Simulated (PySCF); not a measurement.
**Ce (cerium, neutral): UHF calculation**

Configuration: [Xe] 5d2 6s2, high-spin 3F determinant (an excited configuration). All numbers are calculated (PySCF 2.14, scalar relativity by spin-free X2C-1e, in ANO-RCC-VTZP (8s7p5d3f2g1h, 104 functions)).

```json
{
 "Total energy": "-8855.834506 hartree",
 "One-electron energy": "-12059.0599 hartree",
 "Hartree (Coulomb) energy": "3411.6829 hartree",
 "Exchange energy": "-208.4575 hartree",
 "⟨S²⟩": "2.0257",
 "⟨L²⟩": "12.158",
 "Sum of ⟨r⟩": "45.62 bohr",
 "Sum of ⟨r²⟩": "97.89 bohr²",
 "Langevin diamagnetic susceptibility": "-77.5 ×10⁻⁶ cm³/mol"
}
```

```json
{"shell": "1s β", "electrons": "1", "mean orbital energy (eV)": "-40644.1", "spread (eV)": "0", "rms radius, mean of both spins (bohr)": "0.0280"}
{"shell": "1s α", "electrons": "1", "mean orbital energy (eV)": "-40644.1", "spread (eV)": "0", "rms radius, mean of both spins (bohr)": "0.0280"}
{"shell": "2s α", "electrons": "1", "mean orbital energy (eV)": "-6626.1", "spread (eV)": "0", "rms radius, mean of both spins (bohr)": "0.114"}
{"shell": "2s β", "electrons": "1", "mean orbital energy (eV)": "-6626.0", "spread (eV)": "0", "rms radius, mean of both spins (bohr)": "0.114"}
{"shell": "2p α", "electrons": "3", "mean orbital energy (eV)": "-5935.1", "spread (eV)": "0", "rms radius, mean of both spins (bohr)": "0.102"}
{"shell": "2p β", "electrons": "3", "mean orbital energy (eV)": "-5935.0", "spread (eV)": "0", "rms radius, mean of both spins (bohr)": "0.102"}
{"shell": "3s α", "electrons": "1", "mean orbital energy (eV)": "-1482.1", "spread (eV)": "0", "rms radius, mean of both spins (bohr)": "0.296"}
{"shell": "3s β", "electrons": "1", "mean orbital energy (eV)": "-1482.1", "spread (eV)": "0", "rms radius, mean of both spins (bohr)": "0.296"}
{"shell": "3p α", "electrons": "3", "mean orbital energy (eV)": "-1256.5", "spread (eV)": "0", "rms radius, mean of both spins (bohr)": "0.297"}
{"shell": "3p β", "electrons": "3", "mean orbital energy (eV)": "-1256.4", "spread (eV)": "0", "rms radius, mean of both spins (bohr)": "0.297"}
{"shell": "3d α", "electrons": "5", "mean orbital energy (eV)": "-932.72", "spread (eV)": "0.196", "rms radius, mean of both spins (bohr)": "0.274"}
{"shell": "3d β", "electrons": "5", "mean orbital energy (eV)": "-932.59", "spread (eV)": "0.052", "rms radius, mean of both spins (bohr)": "0.274"}
{"shell": "4s α", "electrons": "1", "mean orbital energy (eV)": "-327.16", "spread (eV)": "0", "rms radius, mean of both spins (bohr)": "0.674"}
{"shell": "4s β", "electrons": "1", "mean orbital energy (eV)": "-326.96", "spread (eV)": "0", "rms radius, mean of both spins (bohr)": "0.674"}
{"shell": "4p α", "electrons": "3", "mean orbital energy (eV)": "-250.09", "spread (eV)": "0", "rms radius, mean of both spins (bohr)": "0.714"}
{"shell": "4p β", "electrons": "3", "mean orbital energy (eV)": "-249.88", "spread (eV)": "0", "rms radius, mean of both spins (bohr)": "0.714"}
{"shell": "4d α", "electrons": "5", "mean orbital energy (eV)": "-134.94", "spread (eV)": "0.427", "rms radius, mean of both spins (bohr)": "0.794"}
{"shell": "4d β", "electrons": "5", "mean orbital energy (eV)": "-134.65", "spread (eV)": "0.186", "rms radius, mean of both spins (bohr)": "0.794"}
{"shell": "5s α", "electrons": "1", "mean orbital energy (eV)": "-55.766", "spread (eV)": "0", "rms radius, mean of both spins (bohr)": "1.59"}
{"shell": "5s β", "electrons": "1", "mean orbital energy (eV)": "-54.358", "spread (eV)": "0", "rms radius, mean of both spins (bohr)": "1.59"}
{"shell": "5p α", "electrons": "3", "mean orbital energy (eV)": "-33.731", "spread (eV)": "0", "rms radius, mean of both spins (bohr)": "1.83"}
{"shell": "5p β", "electrons": "3", "mean orbital energy (eV)": "-31.464", "spread (eV)": "0", "rms radius, mean of both spins (bohr)": "1.83"}
{"shell": "5d α", "electrons": "2", "mean orbital energy (eV)": "-8.589", "spread (eV)": "0", "rms radius, mean of both spins (bohr)": "2.77"}
{"shell": "6s α", "electrons": "1", "mean orbital energy (eV)": "-5.647", "spread (eV)": "0", "rms radius, mean of both spins (bohr)": "4.78"}
{"shell": "6s β", "electrons": "1", "mean orbital energy (eV)": "-4.778", "spread (eV)": "0", "rms radius, mean of both spins (bohr)": "4.78"}
```

Spin-orbit coupling, absent here, splits the open shell strongly.

Densities and radii are taken from the X2C orbitals without a picture-change correction, which distorts them close to the nucleus.

Spin-orbit constants ζ (cm⁻¹) from the X2C one-electron operator on these orbitals: bare nucleus, nucleus screened by l(l+1)(2l+1)/3 electrons, and screened by the Breit-Pauli mean field of the electrons.

```
shell     bare  screened nucleus  mean field
   2p  2355000           2274000         n/a
   3p   469000            452800         n/a
   3d    72350             59880         n/a
   4p    98470             95070         n/a
   4d    12520             10360         n/a
   5p    14090             13600         n/a
   5d    940.9             778.6         n/a
```

To first order the Landé constant is A = 389.3 cm⁻¹, so the lowest level has J = 2 and lies 0.193 eV below the centre of the term. This holds in LS coupling only.
